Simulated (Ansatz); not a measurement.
Ansatz (a program for electronic structure) input (CCSD(T)/cc-pV(T+d)Z):
A basis named .json is the Basis Set Exchange file of that set.

Ansatz 0.2 input:
```yaml
crystal:
  periodic: [false, false, false]
  atoms:
    - {symbol: C, position_ang: [-2.89773151, 0.15975687, 1.01019501]}
    - {symbol: Si, position_ang: [-1.55835773, 0.47399404, -0.22160997]}
    - {symbol: N, position_ang: [0.07462572, -0.04515251, 0.54814227]}
    - {symbol: Si, position_ang: [1.48182112, -0.35581013, -0.68154636]}
    - {symbol: N, position_ang: [2.96011376, -0.33099570, 0.11315181]}
    - {symbol: H, position_ang: [-2.97532978, -0.89941912, 1.26288661]}
    - {symbol: H, position_ang: [-2.74755164, 0.73271384, 1.92697126]}
    - {symbol: H, position_ang: [-3.85601045, 0.46592020, 0.58319070]}
    - {symbol: H, position_ang: [-1.30217138, 1.88682116, -0.54025591]}
    - {symbol: H, position_ang: [-1.60690505, -0.36823381, -1.42845657]}
    - {symbol: H, position_ang: [-0.05976259, -0.88889643, 1.10893704]}
    - {symbol: H, position_ang: [0.38007932, 0.66826003, 1.21351399]}
    - {symbol: H, position_ang: [1.10075934, -1.67922500, -1.18661488]}
    - {symbol: H, position_ang: [1.30328576, 0.77905697, -1.59437752]}
    - {symbol: H, position_ang: [3.55933750, 0.47959489, 0.14212766]}
    - {symbol: H, position_ang: [3.41899426, -1.15667136, 0.46603743]}
basis:
  gaussian:
    orbitals: cc-pV_T+d_Z.json
total_charge: 1
magnetization: {spin_polarized: false}
correlation: {method: ccsd_t, electrons: outside_noble_gas}
```

Output:

```
Functional definition: HF
integrals: 3.23 GiB planned
1821 factors; integrals over basis functions are off by at most 1.1e-3 eV
1.87 GiB of device memory are held for the factors and their scratch space
mean field: 1.88 GiB planned
mean field evaluation 1: about -19884.3376 eV, gradient 5.9e1 eV
mean field evaluation 2: about -19884.5546 eV, gradient 5.9e1 eV
mean field evaluation 4: about -19891.8234 eV, gradient 4.2e0 eV
mean field evaluation 8: about -19891.8965 eV, gradient 2.2e-1 eV
mean field evaluation 16: about -19889.8291 eV, gradient 3.0e1 eV
mean field -19891.89672684 eV, -731.0137214996 hartree, gradient 4.2e-6 eV, S^2 0.000000; 0 other end points of the search recorded, 0 dependent functions left out
13 core orbitals not correlated
reference -19891.89672684 eV, -731.0137214996 hartree; 16, 16 occupied and 293, 293 virtual orbitals, 1821 factors
second order -23.23486949 eV of doubles, -0.00000000 eV of singles
coupled cluster: 17.72 GiB planned
cycle   1  -24.26194537 eV  change    -1.0e0 eV  update   9.4e-2
cycle   2  -24.87517093 eV  change   -6.1e-1 eV  update   2.8e-2
cycle   3  -24.95624031 eV  change   -8.1e-2 eV  update   1.1e-2
cycle   4  -24.94875030 eV  change    7.5e-3 eV  update   2.9e-3
cycle   5  -24.94882000 eV  change   -7.0e-5 eV  update   1.5e-3
cycle   6  -24.94900436 eV  change   -1.8e-4 eV  update   4.4e-4
cycle   7  -24.94883900 eV  change    1.7e-4 eV  update   1.8e-4
cycle   8  -24.94883509 eV  change    3.9e-6 eV  update   6.5e-5
cycle   9  -24.94884959 eV  change   -1.5e-5 eV  update   2.1e-5
perturbative correction -0.88970322 eV, -0.0326959902 hartree
Total energy: -19917.73527965 eV, -731.9632708014 hartree
```

It need not be the lowest isomer of its formula.
